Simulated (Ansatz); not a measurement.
Start from `C1N[SiH2]S1` and change one element to get `C1N[SiH2][Se]1`.

Ansatz, PBE0-D4/def2-TZVP geometries, multiplicity 1. 

Scalar relativity is left out up to krypton.

```
                               property  `C1N[SiH2]S1`
   HOMO–LUMO gap (PBE0/def2-TZVPP) / eV           6.42
      LUMO energy (PBE/def2-TZVPP) / eV          -1.25
  LUMO energy (ωB97M-V/def2-TZVPP) / eV           1.33
  HOMO–LUMO gap (B3LYP/def2-TZVPP) / eV           5.98
HOMO–LUMO gap (ωB97M-V/def2-TZVPP) / eV          10.32
      HOMO energy (PBE/def2-TZVPP) / eV          -5.57
```

Question: Give the same properties after the change, and the shifts. (Best estimate.)

Answer: Computed: 
```tsv
property	`C1N[SiH2][Se]1`	shift
HOMO–LUMO gap (PBE0/def2-TZVPP) / eV	6.03	-0.39
LUMO energy (PBE/def2-TZVPP) / eV	-1.34	-0.09
LUMO energy (ωB97M-V/def2-TZVPP) / eV	1.24	-0.09
HOMO–LUMO gap (B3LYP/def2-TZVPP) / eV	5.59	-0.39
HOMO–LUMO gap (ωB97M-V/def2-TZVPP) / eV	9.90	-0.42
HOMO energy (PBE/def2-TZVPP) / eV	-5.37	0.20
```

With PBE0 the HOMO rises by 0.29 eV and the LUMO falls by 0.10 eV, so the gap narrows by about 0.39 eV. PBE moves the HOMO by 0.20 eV and ωB97M-V by 0.32 eV.

B3LYP here is the variant with VWN-RPA as its local correlation; programs differ in this.

Spin–orbit coupling is left out; it splits and shifts lone-pair levels of the heavy atoms by tenths of an eV.
